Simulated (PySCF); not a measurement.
Vertical excitations of a molecule C2H5ClO2Si from TDA-PBE/def2-SVPD (PySCF), as energy in eV (oscillator strength): 5.30 (0.002), 5.98 (0.024), 6.01 (0.008), 6.08 (0.055), 6.30 (0.024), 6.36 (0.003), 6.51 (0.048), 6.62 (0.015), 6.67 (0.013), 6.78 (0.007). Lowest triplet (TDA): 3.99 eV. The structure is a stationary point at B3LYP-D3(BJ)/def2-SVP. Other conformers were not sampled.

**Question.** Which structure fits?
A. CO[Si@@H](Cl)C=O
B. Cl[Si@H]1COCO1
C. O=C[Si@@H](Cl)CO
D. C=C(Cl)[SiH](O)O

**Answer.** D, C=C(Cl)[SiH](O)O
